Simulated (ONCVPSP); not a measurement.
## Transferability test, ONCV potential for beryllium

- Element: Be (Z = 4)
- Generator: ONCVPSP 4.0.1
- Type: optimised norm-conserving Vanderbilt (ONCV)
- Functional: PBE
- Relativity: scalar-relativistic
- Frozen core: [He]
- Valence charge: 2
- Reference configuration: 2s2
- Partial waves: 2s: rc 2.35 bohr, ncon 4, nbas 9, qcut 2.7 1/bohr, 1 projector; p scattering state at 0.14 Ha: rc 1.95 bohr, ncon 3, nbas 6, qcut 4.2 1/bohr, 2 projectors, debl 1.9 Ha; d scattering state at 0.41 Ha: rc 1.75 bohr, ncon 4, nbas 7, qcut 5.7 1/bohr, 2 projectors, debl 2.7 Ha
- Local potential: polynomial inside 1.55 bohr (lpopt 5, dvloc0 0 Ha)
- Core correction: Teter function, fcfact 5, rcfact 1.5

In the p channel the program set the typed energies aside and used 0.050, 1.950 Ha.

Energies are relative to the spin-unpolarised reference configuration 2s2; without spin polarisation the order of configurations can differ from experiment.

```csv
valence configuration,charge,ΔE all-electron (eV),error AE − PS (meV)
2s1 2p1,0,3.612,-3.3
2s0 2p1,+1,13.460,-47
```

(1) What are ΔE and the potential's error for 2s1.5?

(2) What are ΔE and the potential's error for 2s1?

Answers

(1) ΔE = 3.761 eV all-electron; the error (AE − PS) is +1.6 meV.

(2) ΔE = 9.551 eV all-electron; the error (AE − PS) is +5.9 meV.
